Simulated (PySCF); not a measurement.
Electric field gradients and quadrupole coupling constants

C₆H₁₁OS (charge -1).
Z-matrix (Å and degrees, GFN2-xTB geometry), rows numbered from 1:
```
C 
C   1  1.5289
C   2  1.5260  1  110.51
C   2  1.5322  1  109.81  3  -124.08
C   4  1.5289  2  113.63  1  -178.99
C   5  1.5390  4  111.24  2    56.57
O   6  1.2282  5  119.55  4    64.08
S   6  1.6918  5  114.37  4  -116.03
H   1  1.0886  2  110.60  3  -179.25
H   1  1.0903  2  110.39  3    60.86
H   1  1.0893  2  110.83  3   -59.08
H   2  1.0944  1  108.71  3   118.40
H   3  1.0867  2  109.75  1   168.59
H   3  1.0896  2  110.42  1    49.59
H   3  1.0901  2  110.84  1   -70.69
H   4  1.0940  2  108.28  1   -59.10
H   4  1.0976  2  109.36  1    58.41
H   5  1.0901  4  111.06  2   -65.50
H   5  1.0964  4  108.63  2   175.26
```

Field gradients from the PBE0/pcSseg-1 density (PySCF, non-relativistic), principal values in atomic units, ordered |Vxx| ≤ |Vyy| ≤ |Vzz|:

```tsv
atom	Vxx	Vyy	Vzz
O7	0.8010	0.8345	-1.6356
S8	0.0638	1.8085	-1.8723
```

Find the asymmetry η = (Vxx − Vyy)/Vzz and the couplings χ = eQV/h (234.96 MHz × Q in barn × V in au), with Q(17O) = −0.0256 b, Q(33S) = −0.0678 b.

| atom | environment | nucleus | η | χzz (MHz) | χxx (MHz) | χyy (MHz) |
| --- | --- | --- | --- | --- | --- | --- |
| O7 | oxygen bonded to C | 17O | 0.02 | 9.84 | -4.82 | -5.02 |
| S8 | sulfur bonded to C | 33S | 0.93 | 29.83 | -1.02 | -28.81 |

The gradient is axial or nearly so (η below 0.05) at O7. At S8 η is above 0.9: Vyy and Vzz are nearly equal in size and opposite in sign, so a small change could swap them and flip the sign of χzz. The tensor is traceless: Vxx + Vyy + Vzz = 0.

What is Vzz at O7 in SI units (1 au = 9.71736 × 10²¹ V/m²)?

-1.6356 au = -15.893 × 10²¹ V/m².

And the gradient at the other heavy atoms, for which no coupling is worked out here?

| atom | environment | Vzz (au) | η |
| --- | --- | --- | --- |
| C1 | methyl carbon | -0.014 | 0.78 |
| C2 | sp3 CH carbon | -0.082 | 0.76 |
| C3 | methyl carbon | -0.110 | 0.21 |
| C4 | chain CH2 carbon | 0.043 | 0.98 |
| C5 | sp3 carbon next to a carbonyl | 0.063 | 0.68 |
| C6 | carbon bonded to C, O and S | 0.433 | 0.17 |

Were the hydrogens deuterons (Q(2H) = 0.00286 b), χzz would run from 196 kHz (H12) to 214 kHz (H14, H15, H11 and H9).

Isolated species at its GFN2-xTB geometry (one conformer only). The pcSseg-1 basis has no diffuse functions, a weakness for an anion. GFN2-xTB bond lengths can be off by several hundredths of an ångström, more for odd bonds, and the gradients follow them. A larger basis could move these couplings by a tenth or more.
